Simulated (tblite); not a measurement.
Species: C5H8OSi.
Cartesian coordinates in Å at the GFN2-xTB level; atoms count from 1:
```xyz
15
C5H8OSi angstrom
Si    -2.637    0.225    0.375
O     -1.386   -0.549   -0.315
C     -0.058   -0.397   -0.244
C      0.873   -1.132   -0.881
C      2.180   -0.628   -0.524
C      2.058    0.402    0.324
C      0.610    0.657    0.590
H     -3.732   -0.535   -0.202
H     -2.562    0.135    1.836
H     -2.642    1.642    0.002
H      0.693   -1.955   -1.546
H      3.097   -1.045   -0.900
H      2.845    0.983    0.766
H      0.300    1.658    0.283
H      0.355    0.545    1.645
```

All values are computed: GFN2-xTB (tblite) harmonic vibrations without scaling, gas phase. Errors from tens to a few hundred cm⁻¹ against measured bands are possible. Modes of hydrogen on silicon can be 10 to 20 % off. One conformer, not necessarily the lowest.

Harmonic wavenumbers (cm⁻¹): 51.1, 119.0, 126.2, 253.4, 382.9, 401.4, 504.5, 516.4, 600.5, 652.6, 722.1, 748.9, 781.2, 803.1, 822.4, 826.8, 835.9, 862.9, 907.3, 977.8, 1013.5, 1049.0, 1050.2, 1112.0, 1199.0, 1225.3, 1305.1, 1332.6, 1396.0, 1573.1, 1647.4, 2219.4, 2250.2, 2361.7, 2956.7, 2977.8, 3127.4, 3144.6, 3154.3.

A = 6854, B = 1277, C = 1097 MHz; mass 112.034 u (most abundant isotopes); point group Cs, symmetry number 1.

Task: What is the zero-point energy?

Result: ½Σν̃ = 23996 cm⁻¹ = 68.61 kcal/mol.

Task: Give the ideal-gas entropy at 500 K and 1 bar in the rigid-rotor, harmonic-oscillator model (classical rotation).

Result: Translation 42.65, rotation 29.45, vibration 35.12: S = 107.2 cal/(mol K).

Task: And Cp and H(500 K) − H(0)?

Result: Cp = 47.09 cal/(mol K), of which vibrations give 39.14 (their classical limit is 39 R = 77.5); H(500 K) − H(0) = 13.50 kcal/mol without the zero-point energy, 9.53 from vibrations.

Task: Which modes carry the vibrational entropy at 500 K?

Result: 51.1 cm⁻¹: 5.80; 119.0 cm⁻¹: 4.13; 126.2 cm⁻¹: 4.01; 253.4 cm⁻¹: 2.66; 382.9 cm⁻¹: 1.89; 401.4 cm⁻¹: 1.81 cal/(mol K); the other 33 give 14.82 together.

Task: Blend soft modes into free rotors: weight 1/[1 + (100 cm⁻¹/ν̃)⁴] for the oscillator and the rest for a rotor with moment μB/(μ + B), μ = h/(8π²ν), B = 10⁻⁴⁴ kg m². What vibrational entropy results?

Result: 32.91 cal/(mol K) in place of 35.12, which changes −T·S at 500 K by +1.10 kcal/mol.

Task: How do the functions run with temperature in this model?

Result: 
```csv
T (K),S (cal/(mol K)),Cp (cal/(mol K)),H − H(0) (kcal/mol),G − H(0) (kcal/mol),ln q(vib)
150,70.9,17.7,1.90,-8.74,1.85
250,82.0,26.6,4.10,-16.39,3.49
298.15,87.0,31.2,5.49,-20.46,4.32
400,97.5,40.1,9.13,-29.86,6.18
600,116.3,52.7,18.50,-51.28,10.00
900,140.0,64.0,36.16,-89.86,15.61
```

q(vib) and H(0) count from the zero-point level.

Hindered rotation and anharmonicity are outside this model. Other conformers, if any are populated, would add a mixing term that is left out.
